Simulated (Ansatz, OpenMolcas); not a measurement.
How methods differ on CH6GaN (SMILES [CH3][GaH][NH2])

The species is CH6GaN (9 atoms), meant as a singlet with charge 0. As SMILES, `[CH3][GaH][NH2]`. Geometry: relaxed at PBE0-D4/def2-TZVP.

Quantity: the HOMO–LUMO gap, in eV. The values are calculated.

```csv
level,kind,program,value (eV),CPU time
BLYP/6-31G* (spherical functions),GGA,Ansatz,4.64,5.6 s
revPBE/6-31G* (spherical functions),GGA,Ansatz,4.74,5.6 s
M06-L/6-31G* (spherical functions),meta-GGA,OpenMolcas,5.21,53 s
r2SCAN/6-31G* (spherical functions),meta-GGA,Ansatz,5.26,12 s
BHLYP/6-31G* (spherical functions),global hybrid,OpenMolcas,8.79,36 s
PBE0/6-31G* (spherical functions),global hybrid,OpenMolcas,6.82,39 s
B3LYP/6-31G* (Cartesian functions),global hybrid,OpenMolcas,6.31,41 s
wB97X/6-31G* (spherical functions),range-separated hybrid,Ansatz,11.14,26 s
```

All-electron rows without a relativistic Hamiltonian named are non-relativistic. The values span 4.64 to 11.14 eV. Orbital gaps aren't excitation energies; they tend to grow with the share of exact exchange. CPU times are rough (shared hosts, several kinds of processor and program).
